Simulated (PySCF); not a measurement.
PySCF 2.14 output of an unrestricted MN15 calculation on a single atom or ion in aug-cc-pVDZ-DK, with scalar relativity by spin-free X2C-1e:

```
SCF conv_tol = 1e-09
number electrons alpha = 9  beta = 7
    H. S. Yu, X. He, S. L. Li, and D. G. Truhlar.,  Chem. Sci. 7, 5032-5051 (2016)
    H. S. Yu, X. He, S. L. Li, and D. G. Truhlar.,  Chem. Sci. 7, 5032-5051 (2016)
cycle= 1 E= -461.141021071035  delta_E= -0.00716  |g|= 0.0128  |ddm|= 0.356
cycle= 2 E= -461.141118263369  delta_E= -9.72e-05  |g|= 0.00393  |ddm|= 0.0659
cycle= 3 E= -461.141125887529  delta_E= -7.62e-06  |g|= 0.000461  |ddm|= 0.0156
cycle= 4 E= -461.14112603723  delta_E= -1.5e-07  |g|= 3.86e-05  |ddm|= 0.00139
cycle= 5 E= -461.141126038759  delta_E= -1.53e-09  |g|= 3.07e-06  |ddm|= 0.000146
cycle= 6 E= -461.141126038772  delta_E= -1.34e-11  |g|= 2.55e-07  |ddm|= 1.36e-05
converged SCF energy = -461.141126038772  <S^2> = 2.0013774  2S+1 = 3.0009182
```

The run itself started from symmetry-adapted Hartree-Fock orbitals and held the occupation by maximum overlap, on a logarithmic radial grid, so the iterations belong to that start.

Task: Which element, charge and spin multiplicity is this?

Result: Cl⁺ (chlorine, charge +1), multiplicity 3; the state was [Ne] 3s2 3p4, high-spin 3P determinant.
